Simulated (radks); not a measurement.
Values are calculated unless marked as measured or tabulated.
Initial-state core-level shifts of the cadmium ion Cd2+ when its valence configuration changes from [Kr] 4d10. Code: a radial shooting solver on a logarithmic mesh with Libxc functionals. Model: scalar-relativistic Kohn-Sham, BLYP, spin-unpolarised, spherical densities, point nucleus. Shifts are changes of the shell-averaged eigenvalues in eV (positive: less bound).

4d9 5p1: 1s -7.109; 2p -7.378; 3d -7.290; 4p -6.434
4d9.5 5s0.5: 1s -2.787; 2p -2.931; 3d -2.884; 4p -2.483
4d7 5p3: 1s -22.217; 2p -23.214; 3d -22.778; 4p -19.448
4d6 5s1 5p3: 1s -28.952; 2p -30.415; 3d -29.687; 4p -24.791
4d9.5 5p0.5: 1s -3.511; 2p -3.637; 3d -3.600; 4p -3.203
4d9 5s1: 1s -5.684; 2p -5.987; 3d -5.878; 4p -5.024
4d8.5 5s1 5p0.5: 1s -9.396; 2p -9.853; 3d -9.680; 4p -8.312
4d8 5s2: 1s -11.783; 2p -12.438; 3d -12.166; 4p -10.241
4d8 5p2: 1s -14.526; 2p -15.128; 3d -14.896; 4p -12.931
